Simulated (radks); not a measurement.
Results of a calculation; reference values are marked as such.
Neutral carbon inside a hard spherical wall (all orbitals vanish at R), configuration held at [He] 2s2 2p2 and not refilled when levels cross. Code: a radial shooting solver on a logarithmic mesh with Libxc functionals. Model: scalar-relativistic Kohn-Sham, PBE, spin-polarised, spherical densities, point nucleus; open shells are filled with parallel spins first. Eigenvalues in eV for spin up, with the zero of energy where the potential of the charges vanishes at infinity; a dash marks a level that is unbound or too diffuse for the functional's potential to be trusted. A positive occupied level is held by the wall or, in an anion where self-interaction has pushed it up, behind a barrier. The pressure on the wall is -dE/dV.

| R (bohr) | E (hartree) | kinetic (hartree) | e(1s) | e(2s) | e(2p) | e(3s, empty) | e(3p, empty) | pressure (GPa) |
|---|---|---|---|---|---|---|---|---|
| free | -37.81029 | 37.717 | -273.15 | -14.642 | -6.095 | - | - | 0 |
| 12 | -37.81029 | 37.717 | -273.14 | -14.641 | -6.095 | -0.063 | 1.038 | < 0.0001 |
| 8 | -37.80999 | 37.720 | -273.10 | -14.613 | -6.065 | 1.204 | 3.056 | 0.0147 |
| 7 | -37.80913 | 37.726 | -273.01 | -14.557 | -6.001 | 2.283 | 4.509 | 0.0757 |
| 6 | -37.80568 | 37.750 | -272.75 | -14.392 | -5.809 | 4.359 | 7.066 | 0.420 |
| 5 | -37.79106 | 37.836 | -271.94 | -13.907 | -5.231 | 8.697 | 11.928 | 2.63 |
| 3.5 | -37.61941 | 38.594 | -266.70 | -10.565 | -1.308 | 29.311 | 32.159 | 58.8 |
| 3 | -37.37565 | 39.463 | -261.82 | -7.007 | 2.640 | 47.486 | 48.589 | 190 |
| 2.5 | -36.77820 | 41.265 | -253.26 | 0.425 | 10.331 | 81.583 | 77.925 | 689 |
| 1.5 | -30.38687 | 55.461 | -209.71 | 66.531 | 65.546 | 324.15 | 267.70 | 17500 |
